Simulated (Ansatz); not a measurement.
Cl₃H₂NSi (`N[Si](Cl)(Cl)Cl`), relaxed with RKS PBE0-D4/def2-TZVP in the Gaussian-basis code of Ansatz from a PBE-D4/def2-SVP geometry. The force threshold is 0.005 eV/Å; the program also tests the step.

The species carries charge 0 and has multiplicity 1.

Start:

```xyz
7

N    -0.694    0.788   -0.461
Si    0.321   -0.348    0.315
Cl    1.236   -1.737   -0.925
Cl    1.826    0.691    1.267
Cl   -0.822   -1.408    1.663
H    -1.594    0.482   -0.836
H    -0.274    1.532   -1.023
```

```
step  energy (eV)  largest force (eV/Å)  largest move (Å)
   1  -46958.5668                 0.587             0.000
   2  -46958.6128                 0.225             0.037
   3  -46958.6153                 0.119             0.013
   4  -46958.6165                 0.074             0.040
   5  -46958.6165                 0.096             0.010
   6  -46958.6169                 0.006             0.006
   7  -46958.6169                 0.000             0.001
```

End:

```xyz
7

N    -0.673    0.760   -0.479
Si    0.321   -0.348    0.307
Cl    1.229   -1.721   -0.901
Cl    1.799    0.680    1.248
Cl   -0.811   -1.387    1.635
H    -1.585    0.490   -0.809
H    -0.279    1.526   -1.001
```

It took 25 s on 4 threads of an Arm Neoverse V2 on a shared host, with 0.58 GiB of host memory at the peak.
